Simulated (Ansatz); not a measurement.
Consider the substitution at a C–Ga bond: `C[CH2][GaH][Cl]` + `CSS` → `CCSSC` + `[Cl][GaH2]`.

Calculated with Ansatz (gas phase, PBE0-D4/def2-TZVP geometries, no zero-point term in ΔE). CCSD(T)/CBS is the MP2 limit (def2-TZVPP, def2-QZVPP) plus CCSD(T) − MP2 in def2-TZVPP, frozen cores. DFT in def2-TZVPP. HSE06 is defined as in plane-wave codes. For Ga outer-core shells are correlated without core-valence functions, which leaves a few kJ/mol of doubt a bond. Scalar relativity is left out up to krypton. Each species was taken in one conformer, which may not be the lowest.

(1) Is it downhill or uphill in electronic energy at CCSD(T)/CBS, and by how much? (Estimate.)

(2) What do these levels give: revPBE-D4, r2SCANh, HSE06, CCSD/def2-TZVPP, MP2/def2-QZVPP, MP2/CBS(def2)? (An estimate is asked.)

(3) What do rigid-rotor, harmonic-oscillator terms from PBE0-D4/def2-TZVP frequencies (298.15 K, 1 bar) make of the CCSD(T)/CBS value? (An estimate is asked.)

Largest T1 diagnostic among the species: 0.012.

Answers

(1) Computed: Uphill: ΔE = +5.3 kcal/mol.

(2) Computed: revPBE-D4 2.8, r2SCANh 4.2, HSE06 4.6, CCSD/def2-TZVPP 5.6, MP2/def2-QZVPP 4.7, MP2/CBS(def2) 4.9 kcal/mol.

(3) Computed: ΔZPE = -0.1 kcal/mol, ΔH = +5.0 kcal/mol, ΔS = -21 J/(mol·K), ΔG = +6.5 kcal/mol. Modes under 50 cm⁻¹ make the entropy rough.

At CCSD(T), def2-SVP lies −1.7 kcal/mol from the extrapolated value and def2-TZVPP −0.3 kcal/mol. The D4 term adds −1.2 kcal/mol with B3LYP and −0.7 kcal/mol with PBE0; it sums over pairs of atoms, weighted by their polarisabilities, and B3LYP, whose exchange is more repulsive, gets the larger term.

B3LYP here is the variant with VWN-RPA as its local correlation; programs differ in this.
